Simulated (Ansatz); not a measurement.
Ansatz (an electronic-structure program) input for In(Cl)(SH)2 (ClH₂InS₂), SMILES [In]([Cl])([SH])[SH], B3LYP-D3(BJ)/def2-SVP. 

Ansatz 0.2 input:
```yaml
crystal:
  periodic: [false, false, false]
  atoms:
    - {symbol: In, position_ang: [0.00000000, -0.00000000, 0.04165463]}
    - {symbol: Cl, position_ang: [0.00000008, 0.00000000, 2.33477947]}
    - {symbol: S, position_ang: [2.11510740, -0.00122756, -1.15738230]}
    - {symbol: H, position_ang: [1.52052038, 0.02732132, -2.34804847]}
    - {symbol: S, position_ang: [-2.11510749, 0.00122756, -1.15738215]}
    - {symbol: H, position_ang: [-1.52052055, -0.02732132, -2.34804836]}
basis:
  gaussian:
    orbitals: def2-SVP
hamiltonian:
  xc: b3lyp
  dispersion: d3bj
relax: {f_tol: 0.002, max_steps: 200}
```

Log of the run:

```
WARN ansatz: RAYON_NUM_THREADS=1 ignored (pool sized by the plan → 1); use --threads N
Functional definition: B3LYP
integrals: 0.04 GiB planned
984 factors; integrals over basis functions are off by at most 2.2e-4 eV
mean field: 0.42 GiB planned
mean field evaluation 1: about -39393.4012 eV, gradient 2.5e1 eV
mean field evaluation 2: about -39391.4610 eV, gradient 3.6e1 eV
mean field evaluation 4: about -39395.3241 eV, gradient 5.8e-1 eV
mean field evaluation 8: about -39395.3236 eV, gradient 1.5e-2 eV
mean field -39395.32357508 eV, -1447.7514382748 hartree, gradient 5.6e-5 eV, S^2 0.000000; 0 other end points of the search recorded, 0 dependent functions left out
the calculation of the forces begins
reference -39395.32382627 eV, -1447.7514475060 hartree; 36, 36 occupied and 54, 54 virtual orbitals, 984 factors
relax step   1: F+E_penalty+E_count = -39395.66811528 eV  Δ(F+E_penalty+E_count) = +0.000e0 eV  max|allowed force component| = 1.197e0 eV/Å  Δτ_max = 0.0000 Å  (25 SCF iters, accepted)
these checks for a lower state are left out or cut short: starts, cluster_reference, orbital_swaps, neighbouring_geometries, increment
integrals: 0.04 GiB planned
984 factors; integrals over basis functions are off by at most 2.3e-4 eV
mean field: 0.42 GiB planned
mean field evaluation 16: about -39395.3467 eV, gradient 6.7e-2 eV
mean field -39395.34574025 eV, -1447.7522528298 hartree, gradient 1.2e-5 eV, S^2 0.000000; 0 other end points of the search recorded, 0 dependent functions left out
the calculation of the forces begins
reference -39395.34598947 eV, -1447.7522619884 hartree; 36, 36 occupied and 54, 54 virtual orbitals, 984 factors
relax step   2: F+E_penalty+E_count = -39395.69147680 eV  Δ(F+E_penalty+E_count) = -2.336e-2 eV  max|allowed force component| = 3.194e-1 eV/Å  Δτ_max = 0.0753 Å  (28 SCF iters, accepted)
these checks for a lower state are left out or cut short: starts, cluster_reference, orbital_swaps, neighbouring_geometries, increment
integrals: 0.04 GiB planned
984 factors; integrals over basis functions are off by at most 2.3e-4 eV
mean field: 0.42 GiB planned
mean field -39395.36400352 eV, -1447.7529239927 hartree, gradient 1.2e-5 eV, S^2 0.000000; 0 other end points of the search recorded, 0 dependent functions left out
the calculation of the forces begins
reference -39395.36425552 eV, -1447.7529332533 hartree; 36, 36 occupied and 54, 54 virtual orbitals, 984 factors
relax step   3: F+E_penalty+E_count = -39395.70645949 eV  Δ(F+E_penalty+E_count) = -1.498e-2 eV  max|allowed force component| = 4.572e-1 eV/Å  Δτ_max = 0.1097 Å  (28 SCF iters, accepted)
these checks for a lower state are left out or cut short: starts, cluster_reference, orbital_swaps, neighbouring_geometries, increment
integrals: 0.04 GiB planned
984 factors; integrals over basis functions are off by at most 2.3e-4 eV
mean field: 0.42 GiB planned
mean field evaluation 32: about -39395.3759 eV, gradient 4.5e-3 eV
mean field -39395.37450012 eV, -1447.7533097353 hartree, gradient 8.2e-6 eV, S^2 0.000000; 0 other end points of the search recorded, 0 dependent functions left out
the calculation of the forces begins
reference -39395.37475186 eV, -1447.7533189866 hartree; 36, 36 occupied and 54, 54 virtual orbitals, 984 factors
relax step   4: F+E_penalty+E_count = -39395.71818146 eV  Δ(F+E_penalty+E_count) = -1.172e-2 eV  max|allowed force component| = 4.466e-2 eV/Å  Δτ_max = 0.0315 Å  (27 SCF iters, accepted)
these checks for a lower state are left out or cut short: starts, cluster_reference, orbital_swaps, neighbouring_geometries, increment
integrals: 0.04 GiB planned
984 factors; integrals over basis functions are off by at most 2.3e-4 eV
mean field: 0.42 GiB planned
mean field -39395.37664805 eV, -1447.7533886705 hartree, gradient 8.1e-6 eV, S^2 0.000000; 0 other end points of the search recorded, 0 dependent functions left out
the calculation of the forces begins
reference -39395.37690026 eV, -1447.7533979389 hartree; 36, 36 occupied and 54, 54 virtual orbitals, 984 factors
relax step   5: F+E_penalty+E_count = -39395.71922635 eV  Δ(F+E_penalty+E_count) = -1.045e-3 eV  max|allowed force component| = 9.955e-3 eV/Å  Δτ_max = 0.0175 Å  (28 SCF iters, accepted)
these checks for a lower state are left out or cut short: starts, cluster_reference, orbital_swaps, neighbouring_geometries, increment
integrals: 0.04 GiB planned
984 factors; integrals over basis functions are off by at most 2.3e-4 eV
mean field: 0.42 GiB planned
mean field -39395.37759813 eV, -1447.7534235852 hartree, gradient 8.2e-6 eV, S^2 0.000000; 0 other end points of the search recorded, 0 dependent functions left out
the calculation of the forces begins
reference -39395.37785073 eV, -1447.7534328682 hartree; 36, 36 occupied and 54, 54 virtual orbitals, 984 factors
relax step   6: F+E_penalty+E_count = -39395.71969399 eV  Δ(F+E_penalty+E_count) = -4.676e-4 eV  max|allowed force component| = 4.344e-3 eV/Å  Δτ_max = 0.0224 Å  (28 SCF iters, accepted)
these checks for a lower state are left out or cut short: starts, cluster_reference, orbital_swaps, neighbouring_geometries, increment
integrals: 0.04 GiB planned
984 factors; integrals over basis functions are off by at most 2.3e-4 eV
mean field: 0.42 GiB planned
mean field -39395.37805474 eV, -1447.7534403655 hartree, gradient 8.2e-6 eV, S^2 0.000000; 0 other end points of the search recorded, 0 dependent functions left out
the calculation of the forces begins
reference -39395.37830764 eV, -1447.7534496592 hartree; 36, 36 occupied and 54, 54 virtual orbitals, 984 factors
relax step   7: F+E_penalty+E_count = -39395.71979952 eV  Δ(F+E_penalty+E_count) = -1.055e-4 eV  max|allowed force component| = 1.406e-3 eV/Å  Δτ_max = 0.0169 Å  (28 SCF iters, accepted)
integrals: 0.04 GiB planned
984 factors; integrals over basis functions are off by at most 2.3e-4 eV
mean field: 0.42 GiB planned
mean field evaluation 64: about -39395.3781 eV, gradient 8.2e-6 eV
mean field -39395.37805474 eV, -1447.7534403655 hartree, gradient 8.2e-6 eV, S^2 0.000000; 1 other end points of the search recorded, 0 dependent functions left out
the calculation of the forces begins
reference -39395.37830764 eV, -1447.7534496592 hartree; 36, 36 occupied and 54, 54 virtual orbitals, 984 factors
Total energy: -39395.72005242 eV, -1447.7660085482 hartree
Atom 0 at    -0.000000    -0.000000    -0.026147 Å, force    -0.000000    -0.000000     0.000906 eV/Å
Atom 1 at     0.000000    -0.000000     2.330709 Å, force     0.000000    -0.000000    -0.001077 eV/Å
Atom 2 at     2.151840     0.012041    -1.115232 Å, force    -0.001224     0.000051    -0.001321 eV/Å
Atom 3 at     1.603367     0.009728    -2.354263 Å, force     0.000762    -0.000073     0.001406 eV/Å
Atom 4 at    -2.151840    -0.012041    -1.115232 Å, force     0.001224    -0.000051    -0.001321 eV/Å
Atom 5 at    -1.603367    -0.009728    -2.354262 Å, force    -0.000762     0.000073     0.001406 eV/Å
Dipole moment:    -0.000000     0.000000    -0.619087 e Å
```

Self-consistency was reached.

Cost: about 18 core-seconds (a rough figure).
